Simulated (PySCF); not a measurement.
GeI2 (SMILES [I][Ge][I]), singlet, at a GFN2-xTB geometry (core potentials on I). Base run: M062X/def2-SVP (PySCF).

Input for PySCF:
```python
from pyscf import gto, scf, dft

mol = gto.Mole()
mol.atom = '''
    Ge    0.00153259   -0.00969248    1.22657057
    I     1.01567043   -1.73555606   -0.38529276
    I    -1.01659577    1.74140812   -0.35527815
'''
mol.basis = 'def2-svp'
mol.ecp = {'I': 'def2-svp'}
mol.verbose = 4
mol.build()

mf = dft.RKS(mol)
mf.xc = 'm062x'
mf.kernel()
mf.analyze()
```

Each row names what was changed in the base input (with any setting that the change needs).

```json
[
 {"change": "base", "ΔE vs base (mEh)": "0.000", "grid points": "64560", "electrons on the grid": "82.00001"},
 {"change": "grids.atom_grid = (50, 194)", "ΔE vs base (mEh)": "-1.375", "grid points": "18480", "electrons on the grid": "82.00001"},
 {"change": "grids.prune = off", "ΔE vs base (mEh)": "0.001", "grid points": "121520", "electrons on the grid": "82.00001"},
 {"change": "grids.level = 5", "ΔE vs base (mEh)": "0.026", "grid points": "138384", "electrons on the grid": "82.00000"},
 {"change": "grids.prune = dft.gen_grid.treutler_prune", "ΔE vs base (mEh)": "0.001", "grid points": "64832", "electrons on the grid": "82.00001"},
 {"change": "grids.level = 0", "ΔE vs base (mEh)": "216.1", "grid points": "8112", "electrons on the grid": "82.00034"},
 {"change": "small_rho_cutoff = 0", "ΔE vs base (mEh)": "0.000", "grid points": "64560", "electrons on the grid": "82.00001"},
 {"change": "grids.level = 2", "ΔE vs base (mEh)": "0.096", "grid points": "41128", "electrons on the grid": "81.99995"},
 {"change": "grids.atom_grid = (30, 110)", "ΔE vs base (mEh)": "204.3", "grid points": "7296", "electrons on the grid": "82.00033"},
 {"change": "grids.atom_grid = (150, 974)", "ΔE vs base (mEh)": "0.023", "grid points": "212536", "electrons on the grid": "82.00000"},
 {"change": "grids.radi_method = mura_knowles", "ΔE vs base (mEh)": "0.010", "grid points": "57584", "electrons on the grid": "82.00001"}
]
```
